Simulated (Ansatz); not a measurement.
Ansatz (a quantum-chemistry and plane-wave program) input (MP2/6-31G*):

Ansatz 0.2 input:
```yaml
crystal:
  periodic: [false, false, false]
  atoms:
    - {symbol: C, position_ang: [0.96442600, -0.85308500, 1.34064000]}
    - {symbol: Si, position_ang: [0.00728300, -0.00015200, -0.02914400]}
    - {symbol: C, position_ang: [-1.47960700, 0.86381200, 0.72095500]}
    - {symbol: N, position_ang: [-0.33740500, -1.23413600, -1.18147100]}
    - {symbol: N, position_ang: [0.85652900, 1.22332600, -0.89590100]}
    - {symbol: H, position_ang: [0.37598800, -1.64635600, 1.81025300]}
    - {symbol: H, position_ang: [1.88521600, -1.29955200, 0.95914100]}
    - {symbol: H, position_ang: [1.23634200, -0.14071900, 2.12296500]}
    - {symbol: H, position_ang: [-2.08931000, 0.15848100, 1.29034600]}
    - {symbol: H, position_ang: [-1.17930600, 1.66308400, 1.40437300]}
    - {symbol: H, position_ang: [-2.11160700, 1.30426700, -0.05319300]}
    - {symbol: H, position_ang: [-0.81278900, -1.02107000, -2.04392300]}
    - {symbol: H, position_ang: [-0.49228400, -2.18748300, -0.89717500]}
    - {symbol: H, position_ang: [1.68120800, 1.00298600, -1.43122000]}
    - {symbol: H, position_ang: [0.86180300, 2.17978800, -0.58152200]}
basis:
  gaussian:
    orbitals: 6-31G*
total_charge: 1
magnetization: {spin_polarized: true, initial_magnetization: 1}
correlation: {method: mp2, electrons: outside_noble_gas}
```

Output:

```
Functional definition: HF
integrals: 0.08 GiB planned
1041 factors; integrals over basis functions are off by at most 7.0e-4 eV
mean field: 0.52 GiB planned
mean field evaluation 1: about -13031.5452 eV, gradient 3.6e1 eV
mean field evaluation 2: about -13031.6026 eV, gradient 3.6e1 eV
mean field evaluation 4: about -13037.3132 eV, gradient 3.2e0 eV
mean field evaluation 8: about -13037.5249 eV, gradient 7.1e-1 eV
mean field evaluation 16: about -13037.6057 eV, gradient 6.3e-3 eV
mean field evaluation 32: about -13038.4298 eV, gradient 2.3e-4 eV
mean field evaluation 64: about -13038.2551 eV, gradient 3.6e0 eV
mean field -13038.42980481 eV, -479.1534575616 hartree, gradient 2.1e-6 eV, S^2 0.761444; 6 other end points of the search recorded, 0 dependent functions left out
9 core orbitals not correlated
reference -13038.42980481 eV, -479.1534575616 hartree; 16, 15 occupied and 74, 75 virtual orbitals, 1041 factors
second order -17.29127805 eV of doubles, -0.00000000 eV of singles
Total energy: -13055.72108286 eV, -479.7889003095 hartree
```

The dipole moment of an ion depends on the origin.

The geometry given is a B3LYP-D3(BJ)/def2-TZVP minimum of the species of charge 0 and multiplicity 1, not of this state.
